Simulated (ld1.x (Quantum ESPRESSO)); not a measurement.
**u(r) = r·R(r): atom against pseudo-atom (Al)**

Columns: radius, all-electron u(r) and pseudo u(r) of the 3s shell (level -8.07 eV) of aluminium in the configuration [Ne] 3s1.5 3p1.5; BLYP, scalar-relativistic, RRKJ scheme, ld1.x (Quantum ESPRESSO) 7.5.

```
r (bohr)  all-electron  pseudo
   0.108        0.1101  0.0210
   0.215       -0.1135  0.0427
   0.322       -0.2665  0.0662
   0.430       -0.3061  0.0929
   0.538       -0.2610  0.1234
   0.645       -0.1681  0.1586
   0.752       -0.0529  0.1995
   0.860        0.0690  0.2470
   0.968        0.1861  0.3004
   1.075        0.2919  0.3580
   1.182        0.3846  0.4181
   1.290        0.4639  0.4779
   1.398        0.5290  0.5335
   1.505        0.5802  0.5812
   1.612        0.6194  0.6195
   1.720        0.6482  0.6482
   1.828        0.6673  0.6673
   1.935        0.6779  0.6779
   2.042        0.6812  0.6812
   2.150        0.6782  0.6782
   2.258        0.6699  0.6699
   2.365        0.6575  0.6575
   2.472        0.6415  0.6415
   2.580        0.6227  0.6227
   2.688        0.6017  0.6017
   2.795        0.5793  0.5793
```

(1) How many radial nodes do the two functions have?

(2) At about which radius was the pseudo-wave matched?

(3) Is the pseudo-wave norm-conserving?

## Answers

(1) The all-electron 3s function has n − l − 1 = 2; the pseudo-wave has 0, since the states of the same l below it are removed with the core.

(2) 1.90 bohr. The columns agree to 0.0005 from 1.61 bohr on; several derivatives are matched, so the curves merge somewhat inside the radius.

(3) Yes: the RRKJ scheme keeps the norm inside the radius equal to the all-electron one, which fixes the energy derivative of the logarithmic derivative at the level.
